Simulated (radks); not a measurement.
Values are calculated unless marked as measured or tabulated.
Species: Te3+. Configuration: [Kr] 4d10 5s2 5p1.

Level of theory: Dirac Kohn-Sham, PBEsol, spin-unpolarised, spherical densities, point nucleus; open shells fill j = l - 1/2 first (a radial shooting solver on a logarithmic mesh with Libxc functionals).

Energy parts (Ry):
part                        energy
total                 -13583.84556
kinetic                14365.66759
electron-nucleus      -32895.52705
Hartree                 5290.46726
exchange-correlation    -344.45335

Orbitals (lengths in bohr, moments of r in powers of bohr; r(90%) holds 90 % of the orbital's charge):
orbital,occ.,eigenvalue (Ry),<r^4>,<1/r>,r(90%),<r^2>
1s1/2,2,-2324.189,2.875e-06,55.56,0.0500,0.001049
2s1/2,2,-358.2486,0.0004921,12.94,0.185,0.01689
2p1/2,2,-335.8387,0.0003151,12.92,0.165,0.01251
2p3/2,4,-315.6788,0.0003755,11.96,0.173,0.01380
3s1/2,2,-73.09886,0.02147,4.600,0.474,0.1187
3p1/2,2,-63.88377,0.02058,4.511,0.470,0.1134
3p3/2,4,-60.12653,0.02358,4.273,0.486,0.1217
3d3/2,4,-43.85849,0.01949,4.126,0.464,0.1030
3d5/2,6,-43.07248,0.02034,4.065,0.469,0.1054
4s1/2,2,-14.31253,0.6451,1.837,1.10,0.6606
4p1/2,2,-11.14324,0.8193,1.725,1.17,0.7318
4p3/2,4,-10.42603,0.9434,1.648,1.22,0.7849
4d3/2,4,-5.36338,1.995,1.388,1.47,1.077
4d5/2,6,-5.25428,2.096,1.368,1.48,1.103
5s1/2,2,-3.13522,24.79,0.6805,2.75,4.124
5p1/2,1,-2.38196,42.10,0.5936,3.15,5.327
5p3/2,0,-2.29103,47.54,0.5727,3.25,5.670
5d3/2,0,-1.30541,173.4,0.4140,4.51,10.71
5d5/2,0,-1.29530,178.6,0.4108,4.54,10.88
6s1/2,0,-1.20850,476.3,0.3191,5.74,18.57
4f5/2,0,-0.85628,266.9,0.4298,5.08,11.86
4f7/2,0,-0.85511,269.2,0.4277,5.09,11.93

The highest occupied level is 5p1/2 at -32.408 eV. The density falls to 0.001 e/bohr^3 at r = 3.58 bohr. Summed over all electrons, <r^2> = 32.54 bohr^2, which gives a Langevin (diamagnetic) susceptibility term of -25.8 x 10^-6 cm^3/mol. For comparison, the ionisation energy in NIST's Atomic Spectra Database is 37.416 eV (measured). In exact Kohn-Sham theory the highest level is minus the ionisation energy, but local and semilocal functionals leave it too shallow, through self-interaction and a potential that decays too fast; potentials with the right tail come closer.

Beside tabulated values, note that spin-unpolarised runs miss the spin-polarisation part of the exchange energy of open shells.
